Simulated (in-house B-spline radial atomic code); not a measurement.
Radial electron density of the carbon ion C³⁺, [He] 2s1. Computed with a B-spline radial code for spherical atoms: scalar-relativistic (X2C) TPSSh, spin-polarised, spherical fractional occupations, exact exchange averaged over the configuration, Fermi nucleus of rms radius 2.4702 fm.

Columns: r (bohr), 4πr²n(r) (electrons per bohr), bar.

```
 0.00974   0.1376 #
  0.0113   0.1815 #
  0.0132   0.2416 ##
  0.0154   0.3197 ##
   0.018   0.4227 ###
  0.0209   0.5496 ####
  0.0244   0.7175 #####
  0.0284   0.9255 #######
  0.0331    1.187 ########
  0.0386    1.511 ###########
   0.045    1.901 #############
  0.0525    2.364 #################
  0.0612    2.895 #####################
  0.0713    3.484 #########################
  0.0831    4.114 #############################
  0.0968    4.746 ##################################
   0.113    5.343 ######################################
   0.132    5.833 #########################################
   0.153     6.13 ############################################
   0.179    6.199 ############################################
   0.208     5.98 ##########################################
   0.243     5.45 #######################################
   0.283    4.671 #################################
    0.33    3.718 ##########################
   0.384     2.75 ####################
   0.448     1.88 #############
   0.522    1.247 #########
   0.608   0.8869 ######
   0.709   0.7727 #####
   0.826   0.8126 ######
   0.963   0.8837 ######
    1.12   0.8912 ######
    1.31   0.7869 ######
    1.52   0.5973 ####
    1.78   0.3692 ###
    2.07   0.1924 #
    2.41  0.08105 #
    2.81  0.02634 
    3.28 0.006307 
    3.82 0.001105 
    4.45  0.00013
```

On this grid the curve has 2 maxima, near 0.179, 1.12 bohr.

The 1s up radial function P(r) = rR(r), positive near the nucleus:

```csv
r (bohr),P
0.00333,0.09243
0.00453,0.1245
0.00615,0.1669
0.00835,0.2231
0.0113,0.296
0.0154,0.3929
0.0209,0.5151
0.0284,0.6685
0.0386,0.8541
0.0525,1.069
0.0713,1.298
0.0968,1.516
0.132,1.682
0.179,1.738
0.243,1.637
0.33,1.361
0.448,0.9583
0.608,0.5414
0.826,0.2283
1.12,0.06771
1.52,0.01153
```
